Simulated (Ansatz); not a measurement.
`[F][Ge]([F])([F])[GeH3]` + `NC1=C[SiH2]1` → `[GeH3][NH]C1=C[SiH2]1` + `[F][GeH]([F])[F]` at 700 K and 1 bar (cleavage of the Ge–Ge bond).

Isolated molecules relaxed with PBE0-D4/def2-TZVP in Ansatz; ΔE leaves out vibrations. CBS: MP2 limit from def2 TZ/QZ plus the TZ coupled-cluster correction, frozen cores. For Ge outer-core shells are correlated without core-valence functions, which leaves a few kJ/mol of doubt a bond. Scalar relativity is left out up to krypton. Each species was taken in one conformer, which may not be the lowest.

```
                  species  CCSD(T)/CBS energy (Eh)  H − E (kJ/mol)  S (J/(mol·K))
`[F][Ge]([F])([F])[GeH3]`              -4453.52870           159.7          489.6
           `NC1=C[SiH2]1`               -422.82137           232.2          391.5
  `[GeH3][NH]C1=C[SiH2]1`              -2500.13796           293.6          502.9
       `[F][GeH]([F])[F]`              -2376.20168            89.4          366.2
```

H − E and S are ideal-gas, rigid-rotor, harmonic terms from PBE0-D4/def2-TZVP, for one conformer and one mirror image of each species. 1 Eh = 2625.50 kJ/mol, R = 8.31446 J/(mol·K).

Problem. By hand: ΔE, ΔH, ΔS and ΔG.

Solution. ΔE = (-2500.13796) + (-2376.20168) − (-4453.52870) − (-422.82137) = 0.01043 Eh = 27.4 kJ/mol. Δ(H − E) = 293.6 + 89.4 − 159.7 − 232.2 = -8.9, so ΔH = 18.5 kJ/mol. ΔS = 502.9 + 366.2 − 489.6 − 391.5 = -12.0 J/(mol·K). ΔG = 18.5 − 700 × (-12.0)/1000 = 26.9 kJ/mol.

Problem. By hand: the equilibrium constant, and the temperature at which ΔG would vanish if ΔH and ΔS stayed fixed.

Solution. log₁₀ K = −ΔG/(RT ln 10) = -2.0. ΔH and −TΔS have one sign here, so there is no such temperature.

TΔS isn't small against ΔH here. A doubt of 5 kJ/mol in ΔE shifts log₁₀ K by 0.4 here. Other conformers and mirror images would add mixing entropy, several J/(mol·K) or more a flexible species. Modes under 60 cm⁻¹, often nearly free rotors, make the harmonic entropy too high. These are equilibria of isolated gas molecules and say nothing of rates. Largest T1 diagnostic: 0.013 (customary marks: 0.02 for closed shells, 0.045 for open ones).

ΔS is within the doubt of such terms, so its sign, and with it that verdict, could turn.
